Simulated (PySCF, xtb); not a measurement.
In(F)2(SMe) (CH3F2InS), SMILES C[S][In]([F])[F].

xtb 6.7.1 with GFN2-xTB at its own geometry gives an orbital gap of 1.43 eV and a dipole moment of 5.19 D.

The structure is a stationary point at PBE0-D3(BJ)/def2-SVP. The structure was generated by enumeration; whether it is a known compound was not checked. The def2 effective core potentials stand for the cores of In; spin–orbit coupling is left out. One conformer was computed; it need not be the lowest.

Problem. What does PBE/def2-TZVP (PySCF) give? (Estimate from the structure and the level; the computed values follow.)

Solution. gap 3.03 eV (levels -6.56 and -3.52 eV), dipole 3.08 D.
